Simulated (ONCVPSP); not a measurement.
## Cutoff test, aluminium, ONCV

- Element: Al (Z = 13)
- Generator: ONCVPSP 4.0.1
- Type: optimised norm-conserving Vanderbilt (ONCV)
- Functional: LDA (Perdew-Zunger)
- Relativity: scalar-relativistic
- Frozen core: [Ne]
- Valence charge: 3
- Reference configuration: 3s2 (charge +1)
- Partial waves: 3s: rc 2.25 bohr, ncon 5, nbas 9, qcut 3.3 1/bohr, local; p scattering state at 0.29 Ha: rc 2.45 bohr, ncon 4, nbas 8, qcut 3.8 1/bohr, 2 projectors, debl 2.8 Ha; d scattering state at 0.26 Ha: rc 2.40 bohr, ncon 4, nbas 7, qcut 4.6 1/bohr, 2 projectors, debl 0.7 Ha
- Local potential: the s channel
- Core correction: polynomial model core, fcfact 0.6

In the p channel the program set the typed energies aside and used 0.050, 2.850 Ha.

**Question.** For each optimised wave give the share of its norm inside rc, the residual kinetic energy above qcut (Ha) and the cutoffs (Ha) for errors of 10, 1, 0.1 and 0.01 mHa per electron.

**Answer.**

| wave | norm inside rc | residual KE | 10 mHa | 1 mHa | 0.1 mHa | 0.01 mHa |
| --- | --- | --- | --- | --- | --- | --- |
| 3s | 0.497 | 1.1e-03 | 3.4 | 5.6 | 32.4 | 42.9 |
| p projector 1 | 0.177 | 1.5e-05 | 1.7 | 2.5 | 4.7 | 8.0 |
| p projector 2 | 0.165 | 4.1e-03 | 5.9 | 9.1 | 37.2 | 45.4 |
| d projector 1 | 0.219 | 7.8e-05 | 5.0 | 7.9 | 10.5 | 25.9 |
| d projector 2 | 0.359 | 1.3e-03 | 8.2 | 11.0 | 18.9 | 33.7 |

The occupied waves need 5.6 Ha and 32 Ha for 1 and 0.1 mHa.
